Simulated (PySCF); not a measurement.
C2H9BGe, SMILES BC[CH2][GeH3], GFN2-xTB optimised geometry.

```
13

B      1.65    -1.50     0.00
C      0.94    -0.11     0.00
C     -0.59    -0.11     0.00
Ge    -1.32     1.72     0.00
H      2.82    -1.54    -0.03
H      1.04    -2.50     0.03
H      1.30     0.48    -0.86
H      1.30     0.46     0.87
H     -0.96    -0.64    -0.88
H     -0.96    -0.64     0.87
H     -0.87     2.50     1.20
H     -2.82     1.77     0.00
H     -0.86     2.50    -1.20
```

Density from CAM-B3LYP/def2-TZVP in PySCF at that geometry.

Minimum of the electron density along straight lines between bonded atoms, close to the bond critical point (lines longer than 1.1 times the sum of covalent radii, or with two minima, are not listed):

```json
[
 {"bond": "B1–C2", "length / Å": "1.566", "ρ at the minimum / e bohr⁻³": "0.193", "∇²ρ there / e bohr⁻⁵": "[?]", "position (fraction from the first atom)": "0.33"},
 {"bond": "C2–C3", "length / Å": "1.531", "ρ at the minimum / e bohr⁻³": "[?]", "∇²ρ there / e bohr⁻⁵": "[?]", "position (fraction from the first atom)": "0.50"},
 {"bond": "C3–Ge4", "length / Å": "1.973", "ρ at the minimum / e bohr⁻³": "0.126", "∇²ρ there / e bohr⁻⁵": "0.06", "position (fraction from the first atom)": "0.53"},
 {"bond": "B1–H5", "length / Å": "1.170", "ρ at the minimum / e bohr⁻³": "0.195", "∇²ρ there / e bohr⁻⁵": "-0.39", "position (fraction from the first atom)": "0.44"},
 {"bond": "B1–H6", "length / Å": "1.169", "ρ at the minimum / e bohr⁻³": "0.194", "∇²ρ there / e bohr⁻⁵": "-0.39", "position (fraction from the first atom)": "0.44"},
 {"bond": "C2–H7", "length / Å": "1.097", "ρ at the minimum / e bohr⁻³": "0.270", "∇²ρ there / e bohr⁻⁵": "-0.89", "position (fraction from the first atom)": "0.64"},
 {"bond": "C2–H8", "length / Å": "1.097", "ρ at the minimum / e bohr⁻³": "0.269", "∇²ρ there / e bohr⁻⁵": "-0.89", "position (fraction from the first atom)": "0.64"},
 {"bond": "C3–H9", "length / Å": "1.091", "ρ at the minimum / e bohr⁻³": "0.277", "∇²ρ there / e bohr⁻⁵": "-0.94", "position (fraction from the first atom)": "0.64"},
 {"bond": "C3–H10", "length / Å": "1.091", "ρ at the minimum / e bohr⁻³": "0.277", "∇²ρ there / e bohr⁻⁵": "-0.94", "position (fraction from the first atom)": "0.64"},
 {"bond": "Ge4–H11", "length / Å": "1.498", "ρ at the minimum / e bohr⁻³": "0.142", "∇²ρ there / e bohr⁻⁵": "0.10", "position (fraction from the first atom)": "0.60"},
 {"bond": "Ge4–H12", "length / Å": "1.497", "ρ at the minimum / e bohr⁻³": "0.142", "∇²ρ there / e bohr⁻⁵": "0.10", "position (fraction from the first atom)": "0.60"},
 {"bond": "Ge4–H13", "length / Å": "1.497", "ρ at the minimum / e bohr⁻³": "0.142", "∇²ρ there / e bohr⁻⁵": "0.10", "position (fraction from the first atom)": "0.60"}
]
```

Q: Fill in the missing entries.

A: 
- B1–C2, ∇²ρ there / e bohr⁻⁵: -0.35
- C2–C3, ρ at the minimum / e bohr⁻³: 0.242
- C2–C3, ∇²ρ there / e bohr⁻⁵: -0.58
